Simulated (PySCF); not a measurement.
**Predicted spectroscopic data**

Computed data (PySCF 2.14.0 with density-fitted response routines): GFN2-xTB structure, shielding tensors at PBE0/pcSseg-1 (GIAO). One averaged value for each set of equivalent atoms, gas phase, non-relativistic Hamiltonian, a single conformation.

Chemical shifts δ = σref − σ; TMS for ¹H (σ = 31.72 ppm) and ¹³C (σ = 186.93 ppm), all at this level. Splittings of carbon signals by F and P are missing where no couplings were computed. Where no couplings were computed, multiplicities follow the n + 1 count of equivalent neighbours, and m marks all less simple cases (inequivalent or close neighbours, rings, F or P nearby). Shifts are as computed. Against solution values, carbons near 30 ppm lie about +3 ppm off and those near 130 ppm about +5 ppm; carbons on Cl a further +6 ppm. Of 1211 compounds with measured shifts, 218 miss one by over three times the rms of a fit or turn the order of signals round; such compounds aren't used in these exercises. Carbons bonded to Cl come out too deshielded.

Compound 1 (C₇H₄N₂). ¹H NMR (600 MHz, computed): δ 7.08 (m, 1H), 7.05 (m, 1H), 6.47 (m, 1H), 2.64 (s, 1H). ¹³C{¹H} NMR (computed): δ 133.4 (CH), 130.0 (CH), 117.6 (CH), 116.9 (C), 114.1 (C), 76.9 (C), 68.4 (CH). Structure: `C#Cn1cccc1C#N`.

Compound 2 (C₂H₁₃O₂PSi₃). ¹H NMR (600 MHz, computed): δ 5.83 (m, 1H), 5.12 (s, 3H), 3.97 (m, 1H), 3.92 (m, 3H), 1.42 (d, 3H), 1.03 (m, 2H). ¹³C{¹H} NMR (computed): δ 62.9 (CH), 24.3 (CH3). Structure: SMILES C[C@@H]([SiH3])O[Si@@H](P)O[SiH3].

Compound 3 (C₂H₁₃O₂PSi₃). ¹H NMR (600 MHz, computed): δ 5.34 (m, 1H), 4.12 (m, 6H), 3.84 (s, 6H). ¹³C{¹H} NMR (computed): δ 53.0 (CH3). Structure: `O([SiH](OC)P([SiH3])[SiH3])C`.

Compound 4 (C₇H₃ClO₂). ¹H NMR (600 MHz, computed): δ 7.67 (m, 1H), 6.97 (m, 1H), 3.54 (s, 1H). ¹³C{¹H} NMR (computed): δ 162.1, 154.4, 153.9, 126.5, 125.9, 103.5, 78.4. Structure: `InChI=1S/C7H3ClO2/c1-2-5-3-4-10-6(5)7(8)9/h1,3-4H`.
